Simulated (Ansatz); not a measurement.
H$_{5}$BN (SMILES B[NH3+]), charge +1, singlet, at a GFN2-xTB geometry; B3LYP/6-31G in Ansatz (a quantum-chemistry and plane-wave program).

The Ansatz input:
Ansatz 0.2 input:
```yaml
crystal:
  periodic: [false, false, false]
  atoms:
    - {symbol: B, position_ang: [0.88263881, 0.09284034, -0.00737737]}
    - {symbol: N, position_ang: [-0.61601020, -0.06784319, -0.00947475]}
    - {symbol: H, position_ang: [1.53748945, -0.85254254, 0.17141440]}
    - {symbol: H, position_ang: [1.32021174, 1.16097305, -0.15667069]}
    - {symbol: H, position_ang: [-0.93054469, 0.07651970, 0.96132550]}
    - {symbol: H, position_ang: [-0.92796378, -1.00605227, -0.28786176]}
    - {symbol: H, position_ang: [-1.10031533, 0.63180265, -0.58499732]}
basis:
  gaussian:
    orbitals: 6-31G
    symmetry_tolerance_ang: 0.01
hamiltonian:
  xc: b3lyp
total_charge: 1
```

What the program printed (banner, timings and long lists left out):

```
Functional definition: B3LYP
418 factors; integrals over basis functions are off by at most 2.4e-4 eV
mean field evaluation 1: about -2230.9353 eV, gradient 6.8e1 eV
mean field evaluation 2: about -2225.9157 eV, gradient 8.1e1 eV
mean field evaluation 4: about -2240.1325 eV, gradient 9.5e-1 eV
mean field evaluation 8: about -2240.1187 eV, gradient 1.2e-3 eV
mean field -2240.11870538 eV, -82.3228440158 hartree, gradient 2.1e-5 eV, S^2 0.000000; 0 other end points of the search recorded, 0 dependent functions left out
reference -2240.11885543 eV, -82.3228495300 hartree; 8, 8 occupied and 20, 20 virtual orbitals, 418 factors
Total energy: -2240.11885543 eV, -82.3228495300 hartree
```
